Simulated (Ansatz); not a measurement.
Ansatz (a first-principles code) job for AlH3, SMILES [AlH3+] (connectivity only; charge and spin as stated), charge +1, multiplicity 2, PBE/def2-TZVPD. Coordinates come from a ωB97X-D3(BJ)/def2-TZVPD optimisation.

Ansatz 0.2 input:
```yaml
crystal:
  periodic: [false, false, false]
  atoms:
    - {symbol: Al, position_ang: [-0.00000000, -0.00000000, 0.08091724]}
    - {symbol: H, position_ang: [0.00000000, 0.88037716, -1.33844911]}
    - {symbol: H, position_ang: [0.00000000, -0.88037715, -1.33844911]}
    - {symbol: H, position_ang: [0.00000000, 0.00000001, 1.62497414]}
basis:
  gaussian:
    orbitals: def2-TZVPD
hamiltonian:
  xc: {name: PBE}
total_charge: 1
magnetization: {spin_polarized: true, initial_magnetization: 1}
```

Log of the run:

```
WARN ansatz: RAYON_NUM_THREADS=1 ignored (pool sized by the plan → 1); use --threads N
Functional definition: PBE
integrals: 0.01 GiB planned
417 factors; their error is unknown
mean field: 0.15 GiB planned
mean field evaluation 1: about -6629.8243 eV, gradient 1.0e1 eV
mean field evaluation 2: about -6630.4619 eV, gradient 5.3e0 eV
mean field evaluation 4: about -6630.7464 eV, gradient 1.7e-1 eV
mean field evaluation 8: about -6630.7440 eV, gradient 2.6e-2 eV
mean field -6630.74396294 eV, -243.6753461584 hartree, gradient 1.7e-5 eV, S^2 0.756194; 0 other end points of the search recorded, 0 dependent functions left out
reference -6630.74399898 eV, -243.6753474829 hartree; 8, 7 occupied and 62, 63 virtual orbitals, 417 factors
Total energy: -6630.74399898 eV, -243.6753474829 hartree
```

The run converged.

Cost: very roughly 0.6 core-seconds.
